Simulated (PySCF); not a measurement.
Spin-Hamiltonian simulation

Molecule: `C=C(C#CC)B(O)O`, C₅H₇BO₂.

Molfile (atoms numbered from 1):
```
C5H7BO2
     RDKit          3D

 15 14  0  0  0  0  0  0  0  0999 V2000
   -1.3075   -1.7455   -0.2956 C   0  0  0  0  0  0  0  0  0  0  0  0
   -0.7964   -0.4968   -0.2498 C   0  0  0  0  0  0  0  0  0  0  0  0
    0.6114   -0.2692   -0.2731 C   0  0  0  0  0  0  0  0  0  0  0  0
    1.8037   -0.0319   -0.2824 C   0  0  0  0  0  0  0  0  0  0  0  0
    3.2274    0.2525   -0.3036 C   0  0  0  0  0  0  0  0  0  0  0  0
   -1.7626    0.7569   -0.2063 B   0  0  0  0  0  0  0  0  0  0  0  0
   -1.3319    1.9424   -0.6969 O   0  0  0  0  0  0  0  0  0  0  0  0
   -3.0277    0.6766    0.2995 O   0  0  0  0  0  0  0  0  0  0  0  0
   -0.6720   -2.6342   -0.3515 H   0  0  0  0  0  0  0  0  0  0  0  0
   -2.3895   -1.9150   -0.3065 H   0  0  0  0  0  0  0  0  0  0  0  0
    3.5364    0.6341   -1.2900 H   0  0  0  0  0  0  0  0  0  0  0  0
    3.4916    1.0169    0.4444 H   0  0  0  0  0  0  0  0  0  0  0  0
    3.8225   -0.6495   -0.0912 H   0  0  0  0  0  0  0  0  0  0  0  0
   -2.0091    2.6228   -0.6127 H   0  0  0  0  0  0  0  0  0  0  0  0
   -3.2116   -0.1766    0.7031 H   0  0  0  0  0  0  0  0  0  0  0  0
  1  2  2  0
  2  3  1  0
  3  4  3  0
  4  5  1  0
  2  6  1  0
  6  7  1  0
  6  8  1  0
  1  9  1  0
  1 10  1  0
  5 11  1  0
  5 12  1  0
  5 13  1  0
  7 14  1  0
  8 15  1  0
M  END
```

- shieldings: GIAO PBE0/pcSseg-1
- couplings computed with B3LYP/pcJ-1 (spin–dipole term only in couplings to heteroatoms)
- coordinates at the PBE0-D3(BJ)/def2-SVP level
- program: PySCF 2.14.0 with density-fitted response routines
- no solvent model, non-relativistic Hamiltonian, a single conformation, rapidly exchanging positions averaged

Referencing at the same level of theory: TMS for ¹H.

The 5-spin Hamiltonian (Zeeman plus full scalar coupling among like nuclei) was diagonalised exactly; lines are Lorentzian, 0.7 Hz wide, and the maxima above 3 % are listed with the tallest set to 100.

Peak list at 400 MHz for the spins H9/H10/H11/H12/H13:
δ in ppm (height): 6.139 (5), 6.135 (14), 6.132 (19), 6.128 (19), 6.125 (14), 6.121 (6), 5.808 (6), 5.805 (15), 5.802 (17), 5.798 (16), 5.795 (14), 5.792 (6), 2.103 (58), 2.100 (100), 2.097 (58)

Q: Extract the chemical shifts and coupling constants behind this pattern (give the signs of the calculation).

A: 
Shifts (ppm): H9 6.13, H10 5.80, H11/H12/H13 2.10.
Couplings (Hz): H9–H10: 2.8; H9–H11, H9–H12, H9–H13: -1.4; H10–H11, H10–H12, H10–H13: -1.2; H11–H12, H11–H13, H12–H13: -18.4.
These are the parameters used. A line list fixes at most the relative signs, and those only where coupling is strong; other parameter sets or atom labellings may fit too, and couplings well below the line width leave little trace. Couplings within a CH3 group never show.

The OH or NH signal is concentration- and solvent-dependent in practice; the value given is the gas-phase one.
